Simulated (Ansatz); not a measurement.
Geometry optimisation, DFT PBEsol, scalar-relativistic, plane waves, PAW in Ansatz.

Input:

```yaml
crystal:
  lattice:
    - [16.74, 0.0, 0.0]
    - [0.0, 7.891312, 0.0]
    - [0.0, 0.0, 14.945656]
  atoms:
    - { symbol: Ca, position: [0.0, 0.0, 0.0669091] }
    - { symbol: Ca, position: [0.3333333, 0.0, 0.0669091] }
    - { symbol: Ca, position: [0.6666667, 0.0, 0.0669091] }
    - { symbol: Ca, position: [0.0, 0.5, 0.0669091] }
    - { symbol: Ca, position: [0.3333333, 0.5, 0.0669091] }
    - { symbol: Ca, position: [0.6666667, 0.5, 0.0669091] }
    - { symbol: Ca, position: [0.1666667, 0.25, 0.1989092] }
    - { symbol: Ca, position: [0.5, 0.25, 0.1989092] }
    - { symbol: Ca, position: [0.8333333, 0.25, 0.1989092] }
    - { symbol: Ca, position: [0.1666667, 0.75, 0.1989092] }
    - { symbol: Ca, position: [0.5, 0.75, 0.1989092] }
    - { symbol: Ca, position: [0.8333333, 0.75, 0.1989092] }
    - { symbol: Ca, position: [0.0, 0.0, 0.3309093] }
    - { symbol: Ca, position: [0.3333333, 0.0, 0.3309093] }
    - { symbol: Ca, position: [0.6666667, 0.0, 0.3309093] }
    - { symbol: Ca, position: [0.0, 0.5, 0.3309093] }
    - { symbol: Ca, position: [0.3333333, 0.5, 0.3309093] }
    - { symbol: Ca, position: [0.6666667, 0.5, 0.3309093] }
    - { symbol: Li, position: [0.1694754, 0.7734724, 0.4065165] }
basis:
  ecutwfc: 420.0
kpoints:
  mp_grid: { grid: [1, 2, 1] }
hamiltonian:
  xc: pbesol
scf:
  occupations: { method: gaussian, width: 0.05 }
  lower_state_search: "off"
relax:
  f_tol: 0.03
  max_steps: 60
  adjacent_minimum: "off"
  constraints: [{ sites: [0, 1, 2, 3, 4, 5] }]
output:
  write_density: true
  write_potential: true
  elf: true
  volumetric_format: npy
```

Launched with:

```bash
$ ansatz run input.yaml --threads 4 --pin off --max-ram 10240MiB --backend cpu --events-out ev --progress --plain --runs-dir out
```

Q: Where does it end, and by what steps?

A: It converged. Limits of this set-up: coarse k mesh, thin slab, slab without dipole correction, a typed lattice constant that wasn't relaxed here. After 3 steps the energy has fallen by 0.280 eV; Ca15 moved furthest, 0.33 Å.

```csv
step,energy less start (eV),largest force component (eV/Å),accepted
0,0.0000,0.249,yes
1,-0.1798,0.160,yes
2,-0.2758,0.066,yes
3,-0.2797,0.011,yes
```

```xyz
19
Lattice="16.7400 0.0000 0.0000 0.0000 7.8913 0.0000 0.0000 0.0000 14.9457" Properties=species:S:1:pos:R:3
Ca 0.000 0.000 1.000
Ca 5.580 0.000 1.000
Ca 11.160 0.000 1.000
Ca 0.000 3.946 1.000
Ca 5.580 3.946 1.000
Ca 11.160 3.946 1.000
Ca 2.790 1.972 2.837
Ca 8.332 1.976 2.813
Ca 13.988 1.976 2.814
Ca 2.790 5.923 2.824
Ca 8.347 5.919 2.814
Ca 13.973 5.920 2.814
Ca 0.099 -0.031 4.655
Ca 5.481 -0.032 4.656
Ca 11.160 0.007 4.615
Ca 0.113 3.991 4.660
Ca 5.468 3.991 4.661
Ca 11.160 3.945 4.616
Li 2.789 5.945 6.128
```

Whether the end is a true minimum wasn't checked by a vibrational analysis.

The run took 27 s on 4 threads of AMD EPYC 7B13 (Zen 3) (shared host), peak memory 2.4 GiB.
